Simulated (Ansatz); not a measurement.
Job for Ansatz (a first-principles code): R-PBE/def2-TZVPPD on HBr (SMILES Br) with ghost functions, monomers drawn apart or pushed together. Files ending in .json are basis or fitting sets from the Basis Set Exchange.

Ansatz 0.2 input:
```yaml
crystal:
  periodic: [false, false, false]
  atoms:
    - {symbol: Br, position_ang: [0.41160455, -0.71033234, 4.95301659]}
    - {symbol: H, position_ang: [0.18965007, -0.54672681, 3.54433038]}
basis:
  gaussian:
    orbitals: def2-TZVPPD.json
    ghost_atoms:
      - {symbol: C, position_ang: [-0.43984196, -0.08430315, -0.45793347]}
      - {symbol: N, position_ang: [-0.26343036, -0.21408534, 0.66507120]}
      - {symbol: H, position_ang: [-0.60444194, 0.03680709, -1.50541032]}
hamiltonian:
  xc: {name: PBE}
scf: {lower_state_search: off}
```

Program output:

```
WARN ansatz: RAYON_NUM_THREADS=2 ignored (pool sized by the plan → 2); use --threads N
Functional definition: PBE
these checks for a lower state are left out or cut short: stability, starts, cluster_reference, orbital_swaps, neighbouring_geometries, increment
integrals: 0.06 GiB planned
864 factors; their error is unknown
mean field: 0.47 GiB planned
mean field evaluation 1: about -70051.9822 eV, gradient 1.0e1 eV
mean field evaluation 2: about -70052.0634 eV, gradient 6.4e0 eV
mean field evaluation 4: about -70052.1726 eV, gradient 1.9e-1 eV
mean field evaluation 8: about -70052.1717 eV, gradient 7.8e-3 eV
mean field evaluation 16: about -70052.1673 eV, gradient 1.7e-6 eV
mean field -70052.16728982 eV, -2574.3696648365 hartree, gradient 1.7e-6 eV, S^2 0.000000; 0 other end points of the search recorded, 0 dependent functions left out
reference -70052.16733370 eV, -2574.3696664489 hartree; 18, 18 occupied and 147, 147 virtual orbitals, 864 factors
Total energy: -70052.16733370 eV, -2574.3696664489 hartree
Checks for a lower state left out: stability, starts, cluster_reference, orbital_swaps, neighbouring_geometries, increment
```

Self-consistency was reached.

Cost: about 1.0 core-seconds (a rough figure).
